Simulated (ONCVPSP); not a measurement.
## Before and after: ONCV potential for Sb (Z = 51)

ONCVPSP 4.0.1 input, shortened (lines: element, Z, core and valence counts, functional; n l f; lmax; l rc ep ncon nbas qcut; lloc lpopt rc5 dvloc0; l nproj debl; icmod fcfact rcfact), PBE, scalar-relativistic:

```
  Sb 51.00    6    5        4      upf
    1    0    2.00
    2    0    2.00
    2    1    6.00
    3    0    2.00
    3    1    6.00
    3    2   10.00
    4    0    2.00
    4    1    6.00
    4    2   10.00
    5    0    2.00
    5    1    2.00
    2
    0    1.25    0.00    3    8   11.50
    1    1.45    0.00    4    8    7.60
    2    1.10    0.00    4    7    7.90
    4    5    0.75    2.00
    0    2    3.20
    1    2    0.70
    2    2    2.60
    3    3.75    1.70
```

All-electron outer shells of the reference configuration (PBE, scalar-relativistic, ld1.x):

```json
{"shell": "3p", "level (eV)": "-758.95", "outermost node (bohr)": "0.13", "outermost maximum (bohr)": "0.29"}
{"shell": "3d", "level (eV)": "-524.42", "outermost node (bohr)": "–", "outermost maximum (bohr)": "0.24"}
{"shell": "4s", "level (eV)": "-157.36", "outermost node (bohr)": "0.39", "outermost maximum (bohr)": "0.73"}
{"shell": "4p", "level (eV)": "-110.31", "outermost node (bohr)": "0.39", "outermost maximum (bohr)": "0.76"}
{"shell": "4d", "level (eV)": "-42.01", "outermost node (bohr)": "0.38", "outermost maximum (bohr)": "0.84"}
{"shell": "5s", "level (eV)": "-20.64", "outermost node (bohr)": "0.95", "outermost maximum (bohr)": "1.88"}
{"shell": "5p", "level (eV)": "-11.99", "outermost node (bohr)": "1.04", "outermost maximum (bohr)": "2.24"}
```

Change: s: qcut 7.4; p: qcut 4.9; d: qcut 5.1.

Cutoffs: the cutoffs (Ha) at which the residual kinetic energy of the hardest occupied pseudo-wave falls to 1 and 0.1 mHa per electron; they do not see the model core or the augmentation charge, which bear on the density cutoff. Errors are all-electron minus pseudo energies relative to the spin-unpolarised reference configuration.

Problem. What does the change do?

Solution. The potential gets harder (121 Ha and 145 Ha → 142 Ha and 175 Ha); of the 4 tests that both files solve, the error grows in 0 and shrinks in 1 by more than 15 % and 0.3 meV (median size 7.3 → 6.5 meV); the range in which the s phases agree narrows (upper end 3.8 → 1.2); neither file shows a bound ghost.

```tsv
quantity	base	changed
cutoff, loose	121 Ha	142 Ha
cutoff, tight	145 Ha	175 Ha
loose cutoff by channel	s 44 Ha, p 25 Ha, d 121 Ha	s 25 Ha, p 96 Ha, d 142 Ha
bound ghosts	none	none
GHOST(+) flags under 300 eV	s at 116.8 eV	s at 61.1 eV, p at 174.3 eV
error for 4s2 4p6 4d10 5s2 5p3, meV [ΔE -8.32 eV]	+1.7	+1.8
error for 4s2 4p6 4d10 5s2 5p1, meV [ΔE 15.97 eV]	-3.8	-3.6
error for 4s2 4p6 4d10 5s2 5p0, meV [ΔE 40.38 eV]	-11	-9.3
error for 4s2 4p6 4d10 5s1 5p0, meV [ΔE 84.68 eV]	-24	-26
s: phases at 1.27 bohr within 0.05 rad from the reference energy up to (Ha; the scan ends near 5)	3.8	1.2
p: phases at 1.47 bohr within 0.05 rad from the reference energy up to (Ha; the scan ends near 5)	to the end of the scan	to the end of the scan
d: phases at 1.11 bohr within 0.05 rad from the reference energy up to (Ha; the scan ends near 5)	to the end of the scan	to the end of the scan
rms error of d²Exc/dni dnj with the model core, mHa	2.62	3.12
```
